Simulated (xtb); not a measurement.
nitrogen atom (N), quartet; GFN0-xTB with ALPB(ether) run with xtb.

xtb was given this input:
```
$ xtb mol.xyz --gfn 0 --uhf 3 --alpb ether --json

# file mol.xyz
1

N      0.00000000     0.00000000     0.00000000
```

It wrote (shortened):

```
   ID    Z sym.   atoms
    1    7 N      1

           -------------------------------------------------
          |                Calculation Setup                |
           -------------------------------------------------

           -------------------------------------------------
          |                 G F N 0 - x T B                 |
           -------------------------------------------------

      * Solvation model:               ALPB
        Solvent                        ether
        Parameter file                 internal GFN-FF/ALPB
        Dielectric constant                4.3300E+00
        Reference state                gsolv [1 M gas/solution]
        Free energy shift                  6.7832E-03 Eh       4.2565E+00 kcal/mol
        Temperature                        2.9815E+02 K
        Density                            7.1300E-01 kg/L
        Solvent mass                       7.4120E+01 g/mol
        Interaction kernel             P16
        Born radius scaling (c1)           1.8092E+00
        Born radii integrator          GBOBC
        Born offset                        0.0000E+00 a0       0.0000E+00 AA
        H-bond correction              true
        Ion screening                  false
        Surface tension                    1.0000E-05 Eh       1.5569E+01 dyn/cm
        Grid points                               230 per atom

          ...................................................
          :                      SETUP                      :
          :.................................................:
          :  # basis functions                   4          :
          :  # atomic orbitals                   4          :
          :  # shells                            2          :
          :  # electrons                         5          :
          :  electronic temp.          300.0000000     K    :
          :  accuracy                    1.0000000          :
          :  -> integral cutoff          0.2500000E+02      :
          :  -> integral neglect         0.1000000E-07      :
          ...................................................

         :::::::::::::::::::::::::::::::::::::::::::::::::::::
         ::                     SUMMARY                     ::
         :::::::::::::::::::::::::::::::::::::::::::::::::::::
         :: total energy              -2.657880281082 Eh    ::
         :: total w/o Gsasa/hb        -2.657003260479 Eh    ::
         :: gradient norm              0.000000000000 Eh/a0 ::
         :: HOMO-LUMO gap              0.000000000000 eV    ::
         ::.................................................::
         :: H0 energy                 -2.657003260479 Eh    ::
         :: repulsion energy           0.000000000000 Eh    ::
         :: electrostat energy        -0.000877020603 Eh    ::
         :: -> Gsolv                   0.000000000000 Eh    ::
         ::    -> Gsasa               -0.007660232068 Eh    ::
         ::    -> Gshift               0.006783211464 Eh    ::
         :: dispersion energy          0.000000000000 Eh    ::
         :: short-range corr.          0.000000000000 Eh    ::
         :: add. restraining           0.000000000000 Eh    ::
         :: total charge               0.000000000000 e     ::
         :::::::::::::::::::::::::::::::::::::::::::::::::::::

           -------------------------------------------------
          |                Property Printout                |
           -------------------------------------------------

    * Orbital Energies and Occupations

         #    Occupation            Energy/Eh            Energy/eV
      -------------------------------------------------------------
         1        2.0000           -0.6924217             -18.8418
         2        1.0000           -0.4240533             -11.5391
         3        1.0000           -0.4240533             -11.5391
         4        1.0000           -0.4240533             -11.5391 (HOMO)
      -------------------------------------------------------------
                  HL-Gap            0.4240533 Eh           11.5391 eV
             Fermi-level            0.0000000 Eh            0.0000 eV

     #   Z          covCN         q      C6AA      α(0)
     1   7 N        0.000     0.000    25.357     7.536

 Mol. C6AA /au·bohr⁶  :         25.356681
 Mol. C8AA /au·bohr⁸  :        559.388769
 Mol. α(0) /au        :          7.536170

Wiberg/Mayer (AO) data.
largest (>0.10) Wiberg bond orders for each atom

 ---------------------------------------------------------------------------
     #   Z sym  total        # sym  WBO       # sym  WBO       # sym  WBO
 ---------------------------------------------------------------------------
     1   7 N    0.000
 ---------------------------------------------------------------------------

 dipole moment from electron density (au)
     X       Y       Z
   0.0000   0.0000   0.0000  total (Debye):    0.000

           -------------------------------------------------
          | TOTAL ENERGY               -2.657880281082 Eh   |
          | GRADIENT NORM               0.000000000000 Eh/α |
          | HOMO-LUMO GAP              11.539077200000 eV   |
           -------------------------------------------------

normal termination of xtb
```
